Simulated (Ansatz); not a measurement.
Cost and result up the ladder for trans-NiH(PF3)2F (NiP₂HF₇) (11 atoms). The state is a singlet with charge 0. Geometry: PBE-D4/def2-SVP.

```xyz
11

Ni    0.052   -0.044    0.055
H    -0.786    0.764   -0.829
P    -1.683   -0.394    1.147
F    -2.150   -1.913    1.308
F    -3.081    0.245    0.712
F    -1.684    0.043    2.683
F     1.082   -1.042    1.151
P     1.617    0.459   -1.218
F     2.857    1.239   -0.583
F     1.378    1.384   -2.497
F     2.399   -0.739   -1.928
```

Ansatz on 4 threads of Intel Xeon Platinum 8175M on a shared host. Times are rough, and most runs start from the orbitals of an earlier one. ωB97X-V/def2-TZVP serves as the yardstick here, not as an exact answer. Differences are given only for rows in sets of like size (and for xTB, whose basis is part of the method), since another set adds its own error. Binding counts from free atoms at the same level (Ni triplet, H doublet, P quartet, F doublet; other spins of the atoms weren't run), without zero-point energy or a counterpoise term.

Run but left out: MP2/def2-TZVP, CCSD(T)/def2-SVP (restricted singlet, unstable towards broken spin symmetry).

```
                         level  functions  wall time
               PBE-D4/def2-SVP        170      2.3 s
              PBE0-D4/def2-SVP        170      4.2 s
         LDA (SPW92)/def2-TZVP        342      4.7 s
PBE-D4/def2-TZVP (with forces)        342        7 s
           r2SCAN-D4/def2-TZVP        342       11 s
             PBE0-D4/def2-TZVP        342       16 s
             ωB97X-V/def2-TZVP        342       26 s
```

(1) Estimate what each level gives for the binding energy per atom (eV).

Answers

(1) 
```csv
level,binding energy per atom (eV),difference from ωB97X-V/def2-TZVP (eV)
PBE-D4/def2-SVP,3.87,–
PBE0-D4/def2-SVP,3.50,–
LDA (SPW92)/def2-TZVP,4.62,0.92
PBE-D4/def2-TZVP (with forces),3.90,0.20
r2SCAN-D4/def2-TZVP,3.76,0.06
PBE0-D4/def2-TZVP,3.59,-0.10
ωB97X-V/def2-TZVP,3.70,0.00
```
